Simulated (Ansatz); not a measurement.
Isolated molecules relaxed with PBE0-D4/def2-TZVP in Ansatz; ΔE leaves out vibrations. CCSD(T)/CBS adds triple-zeta CCSD(T) − MP2 to the extrapolated MP2 energy (def2 sets, frozen cores). This one scheme is used for every species, atoms too. Functionals use def2-TZVPP. No spin–orbit coupling; open shells (•) take unrestricted orbitals. Spin–orbit coupling would lower the free atoms: a little for B, C, Cl, O; strongly for In. def2 core potentials past Kr. For In outer-core shells are correlated without core-valence functions, so the limit isn't a true one: a few kJ/mol of doubt a bond, and 10 to 20 or more in all where bonds break to atoms. Each species was taken in one conformer, which may not be the lowest.

Consider the atomization: `[Cl][In]([Cl])[CH]1BO1` → B• + C• + 2 Cl• + 2 H• + In• + O•.

`[Cl][In]([Cl])[CH]1BO1`:

Cartesian coordinates in Å:
```
Cl -0.122 2.932 -1.041
In 0.427 0.692 -1.252
Cl 1.739 0.223 -3.103
C -0.154 -0.766 0.185
B -0.333 -0.481 1.659
O -1.439 -0.488 0.926
H -0.095 -1.796 -0.162
H -0.023 -0.315 2.788
```

```
             level  ΔE (kcal/mol)  difference from CCSD(T)/CBS
           ωB97X-V          674.4                          4.8
            B2PLYP          658.4                        -11.2
            revPBE          656.0                        -13.6
              BLYP          652.4                        -17.2
              PBE0          670.8                          1.2
           r2SCAN0          660.6                         -9.0
       HF/def2-SVP          478.2                       -191.4
     CCSD/def2-SVP          617.2                        -52.4
    MP2/def2-TZVPP          675.6                          6.0
SCS-MP2/def2-TZVPP          659.0                        -10.6
   CCSD/def2-TZVPP          632.1                        -37.5
     HF/def2-QZVPP          475.0                       -194.6
    MP2/def2-QZVPP          688.2                         18.6
      HF/CBS(def2)          475.2                       -194.4
     MP2/CBS(def2)          696.9                         27.3
    CCSD/CBS(def2)          653.4                        -16.2
       CCSD(T)/CBS          669.6                            0
```

Largest T1 diagnostic among the species: 0.015.

The D4 term adds +8.3 kcal/mol with B3LYP and +4.4 kcal/mol with PBE0; it sums over pairs of atoms, weighted by their polarisabilities, and B3LYP, whose exchange is more repulsive, gets the larger term. At CCSD(T), def2-SVP lies −41.6 kcal/mol from the extrapolated value and def2-TZVPP −21.3 kcal/mol: correlation converges slowly with the basis, and small sets miss more of it in the bonded molecule than in its fragments. From BLYP to BHLYP (50 % exact exchange), in def2-TZVPP and without D4, ΔE moves by −22.2 kcal/mol: exact exchange takes away binding that semilocal exchange gives to molecules.

B3LYP here is the variant with VWN-RPA as its local correlation; programs differ in this.

For atomizations the MP2-based limit and the directly extrapolated one differ by several kJ/mol either way, and by 10 to 25 for some Ge, Se and Sn compounds, so smaller differences from it don't rank the levels.
